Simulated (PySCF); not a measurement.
The vertical singlet excitations below were computed for one of the candidates. Computed with TDDFT CAM-B3LYP/def2-SVPD, vertical, gas phase, core orbitals frozen in the response in PySCF 2.14.0, density-fitted response routines. Geometries: PBE0-D3(BJ)/def2-SVP, one conformer each.

```csv
state,ν̃ (cm⁻¹),f,"main configurations (H = HOMO, L = LUMO)"
S1,54020,0.245,H→L (97%)
S2,56100,0.0014,H→L+1 (88%)
S3,58560,0.0012,"H→L+2 (55%), H-1→L (20%), H→L+3 (18%)"
S4,59720,0.0039,"H-1→L (67%), H→L+2 (10%), H→L+3 (9%)"
S5,61980,0.0029,H→L+4 (82%)
S6,63970,0.012,"H→L+3 (58%), H→L+2 (23%)"
S7,67680,0.055,H→L+5 (78%)
S8,67980,0.058,"H→L+6 (77%), H→L+5 (11%)"
S9,68950,0.0050,H-2→L (73%)
S10,71370,0.036,H-1→L+1 (85%)
```

Problem. Which structure fits? All have the formula C3H7FSi.
A. `FC1C[SiH2]C1`
B. `F[C@@H]1C[C@H]1[SiH3]`
C. `C/C([SiH3])=C/F`

Solution. C. Its S1, at 6.70 eV, is the lowest among the candidates; the nearest of the others has S1 at 7.74 eV. S1 is HOMO→LUMO (97%). Löwdin shares by element: HOMO carbon 70%, fluorine 14% (atoms not listed hold the other 17%); LUMO carbon 56% or more, silicon 15%, fluorine 7% (atoms not listed hold the other 23%). At the same level the other candidates give, for their lowest levels:
- `F[C@@H]1C[C@H]1[SiH3]`: 7.91 eV (f 0.011); 8.15 eV (f 0.009); 8.18 eV (f 0.004); 8.37 eV (f 0.003); 8.53 eV (f 0.004); T1 7.67 eV; HOMO -9.64, LUMO 1.22 eV
- `FC1C[SiH2]C1`: 7.74 eV (f 0.019); 7.92 eV (f 0.122); 8.01 eV (f 0.009); 8.18 eV (f 0.004); 8.27 eV (f 0.003); T1 6.95 eV; HOMO -9.88, LUMO 1.09 eV
Triplets come from the Tamm–Dancoff approximation.
